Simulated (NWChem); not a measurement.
System: CH₅FSSi; SMILES S(C)[SiH2]F

```xyz
9

Si     0.4600     1.0389    -0.1610
F     -0.6641     1.9999     0.4949
S      0.3945    -0.9578     0.5667
C     -1.1151    -1.5985    -0.2856
H      0.2161     1.0433    -1.6253
H      1.7981     1.5538     0.2101
H     -1.1314    -2.6778    -0.1218
H     -2.0191    -1.1586     0.1400
H     -1.0715    -1.4019    -1.3596
```
Atoms are numbered in this order, from 1.

Geometry: optimised at B3LYP/6-31G* (spherical d). B3LYP is NWChem's, with the RPA form of VWN correlation.

### Question
Give the principal values of the shielding tensors (ppm) of Si1, F2, S3, C4 from B3LYP/6-31G* (spherical d), GIAO (NWChem), with their diamagnetic and paramagnetic parts as GIAO splits them.

### Answer
```tsv
atom	σ11	σ22	σ33	isotropic	diamagnetic	paramagnetic
Si1	321.2	405.6	430.4	385.7	880.0	-494.3
F2	310.5	369.0	392.7	357.4	472.0	-114.5
S3	516.9	635.0	725.0	625.6	1056.6	-431.0
C4	159.4	169.5	195.4	174.8	252.2	-77.4
```
